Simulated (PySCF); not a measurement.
Spin-rotation constants: `Cl[Si](Cl)(Cl)Cl`, Cl4Si

Geometry:
```json
{"atom": "Si1", "x (Å)": "0.002", "y (Å)": "-0.001", "z (Å)": "0.000"}
{"atom": "Cl2", "x (Å)": "0.008", "y (Å)": "-0.017", "z (Å)": "2.014"}
{"atom": "Cl3", "x (Å)": "1.897", "y (Å)": "0.012", "z (Å)": "-0.682"}
{"atom": "Cl4", "x (Å)": "-0.956", "y (Å)": "1.646", "z (Å)": "-0.651"}
{"atom": "Cl5", "x (Å)": "-0.951", "y (Å)": "-1.640", "z (Å)": "-0.680"}
```

The calculation used PySCF, GIAO LC-wPBE/def2-SVP magnetisability, rotational g tensor and spin-rotation constants, non-relativistic, gas phase. Geometry: GFN2-xTB.

Problem. Give the nuclear spin-rotation constants along the inertial axes (H = +C I·J) beside the isotropic shieldings.

Solution. Rotational constants 1.3380, 1.3361, 1.3347 GHz. A star marks the isotopologue with that one atom substituted, in its own axes.
```csv
atom,isotope,Caa (kHz),Cbb (kHz),Ccc (kHz),mean (kHz),σ (ppm)
Cl2,35Cl,0.241,0.241,0.257,0.246,833.3
Cl3,35Cl,0.221,0.221,0.295,0.246,833.8
Cl4,35Cl,0.301,0.301,0.138,0.247,833.0
Cl5,35Cl,0.222,0.222,0.294,0.246,833.5
Si1,29Si*,-0.795,-0.794,-0.794,-0.794,379.4
```
Where two moments of inertia are equal or nearly so, the constants along those axes are given as their average.
For the geometry as given, no vibrational averaging.
